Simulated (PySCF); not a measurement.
## Radial density of B⁺ (boron, charge +1)

M06, [He] 2s1 3s1, 3s spin antiparallel (an excited configuration). All numbers are calculated (PySCF 2.14, scalar relativity by spin-free X2C-1e, in dyall-av3z).

```csv
r (bohr),4πr²ρ (e/bohr)
0.00429,0.01643
0.00721,0.04483
0.0121,0.1202
0.0204,0.3127
0.0343,0.7714
0.0577,1.736
0.0971,3.311
0.163,4.855
0.275,4.725
0.462,2.316
0.777,0.7987
1.31,1.198
2.20,0.7379
3.70,0.07130
6.22,0.0004566
```

Densities and radii are taken from the X2C orbitals without a picture-change correction, which distorts them close to the nucleus.

The outer electron is Rydberg-like, and this basis confines it to a smaller radius and binds it less than a complete one would. With the s spin flipped the determinant is a mixture of two multiplicities, not a spectroscopic state.
